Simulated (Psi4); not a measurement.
Relaxed torsion scan: SMILES FC[SiH2][GeH3] (CH7FGeSi). Scanned: dihedral F1–C2–Si3–Ge4; all other coordinates were relaxed at GFN2-xTB. Points at φ and −φ are mirror images.

Geometry of the scan point at -90° (Å):
```
11

F      1.0579     1.3152    -0.8935
C      1.6339     0.2446    -0.2397
Si     0.2497    -0.7992     0.5900
Ge    -0.1128     0.0102     2.7532
H      2.3457     0.6651     0.4764
H      2.1912    -0.3105    -0.9979
H      0.7407    -2.1821     0.6229
H     -0.9280    -0.7092    -0.2718
H     -0.9406    -0.8985     3.6098
H      1.1393     0.2058     3.5575
H     -0.8078     1.3318     2.8634
```

Calculation: DF-MP2 (frozen core)/cc-pVTZ // GFN2-xTB (Psi4 1.11).

Scanned values (°): -150, -120, -90, -60, -30, 0, 30, 60, 90, 120, 150, 180.

### Question
Locate the minima and the barriers on this grid.

### Answer
Lower than their neighbours: -60° (0.0 kJ/mol), 60° (0.0 kJ/mol), 180° (1.1 kJ/mol). Higher than their neighbours: -120° (10.5 kJ/mol), 0° (6.7 kJ/mol), 120° (10.5 kJ/mol). The whole profile spans 10.5 kJ/mol.
